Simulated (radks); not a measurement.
Values are calculated unless marked as measured or tabulated.
Question: The lead ion Pb10+ is in [Xe] 4f14 5d4. Level of theory: scalar-relativistic Kohn-Sham, r2SCAN, spin-polarised, spherical densities, finite nucleus; meta-GGA in the generalised Kohn-Sham scheme; Fermi nuclear charge, rms radius of each element as measured or else 0.836 A^(1/3) + 0.57 fm (a radial shooting solver on a logarithmic mesh with Libxc functionals). Open shells are filled with parallel spins first. One electron is removed from 5p, 5d, 5s, 4f in turn, with full relaxation. Which removal costs least, and what does each cost?

Answer: 5d 183.22 eV; 5p 253.44 eV; 5s 317.16 eV; 4f 320.17 eV. The 5d electron leaves first.
